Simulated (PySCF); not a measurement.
Simulated Si 2p region for `CC[N]([SiH3])[GeH3]`, binding energy against the vacuum level.

Every computed line was given a Gaussian of 1.0 eV full width at half maximum and an area set by the number of equivalent atoms (split 2:1 within a doublet); the highest printed point is 100. The calculation used delta-SCF UKS SCAN, pcX-2 on the ionised atom, pcseg-1 elsewhere, spin-free X2C (PySCF 2.14.0).

binding energy (eV), intensity and a bar:
```
    105.3          0 
    105.4          1 
    105.5          1 
    105.6          2 #
    105.7          4 #
    105.8          7 ##
    105.9         12 ####
    106.0         19 ######
    106.1         27 ########
    106.2         38 ###########
    106.3         51 ###############
    106.4         64 ###################
    106.5         76 #######################
    106.6         87 ##########################
    106.7         95 ############################
    106.8         99 ##############################
    106.9        100 ##############################
    107.0         97 #############################
    107.1         92 ############################
    107.2         84 #########################
    107.3         75 #######################
    107.4         66 ####################
    107.5         56 #################
    107.6         46 ##############
    107.7         37 ###########
    107.8         28 ########
    107.9         21 ######
    108.0         14 ####
    108.1         10 ###
    108.2          6 ##
    108.3          4 #
    108.4          2 #
    108.5          1 
    108.6          1 
    108.7          0 
    108.8          0
```

Problem. How many maxima does the curve show, and how many computed lines lie under it?

Solution. The curve has 1 maximum (at 106.9 eV). Under it lie 2 lines from 1 inequivalent silicon site, drawn as a 2p3/2, 2p1/2 pair. At this width some lines have no maximum of their own.

Problem. Decompose the envelope and assign each component. Numbering: `[CH3:1][CH2:2][N:3]([SiH3:4])[GeH3:5]`.

Solution. 
```csv
position (eV),relative area,line,atoms,environment
106.74,0.67,Si 2p3/2,Si4,SiH3 silicon
107.36,0.33,Si 2p1/2,Si4,SiH3 silicon
```

Problem. What are the centre and the root-mean-square width of the whole band?

Solution. The area-weighted mean of the lines is 106.95 eV. Their own spread about it is 0.29 eV (rms) and each Gaussian has σ = 1.0/2.355 = 0.42 eV; the variances add, which gives 0.52 eV.

No satellites, vibrations or lifetime broadening are included. Spin–orbit and ligand-field terms were added within each 2p shell after the spin-free SCF. 2p1/2 minus 2p3/2 (ligand field included): Si 0.62 eV. Isolated species at its PBE0-D3(BJ)/def2-SVP geometry (one conformer only).

Shape of the structure used: `[CH3:1][CH2:2][N:3]([SiH3:4])[GeH3:5]`: C1–C2–N3–Si4 -91°.
